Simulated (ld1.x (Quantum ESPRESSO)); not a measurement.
# indium: one change to a TM potential, before and after

ld1.x (Quantum ESPRESSO) 7.5 input, shortened:

```
&input
   title='In', zed=49., rel=1, dft='PBE', iswitch=3,
   config='[Kr] 4d10 5s2 5p0'
 /
 &inputp
   pseudotype=2, tm=.true., lloc=0,
   nlcc=.true., new_core_ps=.true., rcore=1.15
 /
3
5P  2  1   0.00   0.00  2.70  2.70  0.0
4D  3  2  10.00   0.00  1.80  1.80  0.0
5S  1  0   2.00   0.00  2.00  2.00  0.0
 &test
   configts(1)='4d10 5s2 5p0'
 /
```

Change: core correction Bessel-smoothed model core inside 2.08 bohr.

Cutoffs: the cutoffs (Ry, on a coarse ladder) from which the occupation-weighted sum of valence levels, in a spherical-Bessel basis at the reference potential, stays within 10 and 1 mRy of its value at 400 Ry; they do not see the model core or the augmentation charge, which bear on the density cutoff. Errors are all-electron minus pseudo energies relative to the spin-unpolarised reference configuration.

How do hardness, ghosts and transferability respond?

The potential gets neither clearly harder nor softer (70 Ry and 110 Ry → 70 Ry and 110 Ry); of the 7 tests that both files solve, the error grows in 0 and shrinks in 3 by more than 15 % and 0.3 meV (median size 10.8 → 7.6 meV); neither file shows a bound ghost. A wider model core is smoother and lowers the density cutoff, which this test does not measure.

| quantity | base | changed |
| --- | --- | --- |
| cutoff, loose | 70 Ry | 70 Ry |
| cutoff, tight | 110 Ry | 110 Ry |
| bound ghosts | none | none |
| error for 4d10 5s2 5p1, meV [ΔE -5.36 eV] | +0.8 | +1.0 |
| error for 4d10 5s1 5p0, meV [ΔE 19.23 eV] | -11 | -7.6 |
| error for 4d10 5s0 5p0, meV [ΔE 47.55 eV] | -56 | -35 |
| error for 4d10 5s2 5p1.3, meV [ΔE -5.90 eV] | +0.9 | +1.0 |
| error for 4d10 5s0 5p3, meV [ΔE 6.58 eV] | -11 | -8.7 |
| error for 4d10 5s2 5p0.5, meV [ΔE -3.42 eV] | +0.6 | +0.6 |
| error for 4d9 5s2 5p2, meV [ΔE 12.94 eV] | -332 | -305 |
| s: phases at 2.94 bohr within 0.05 rad from the reference energy up to (Ry; the scan ends near 5) | 1.5 | 1.5 |
| p: phases at 2.94 bohr within 0.05 rad from the reference energy up to (Ry; the scan ends near 5) | 2.4 | 2.4 |
| d: phases at 2.94 bohr within 0.05 rad from the reference energy up to (Ry; the scan ends near 5) | -0.1 | -0.1 |
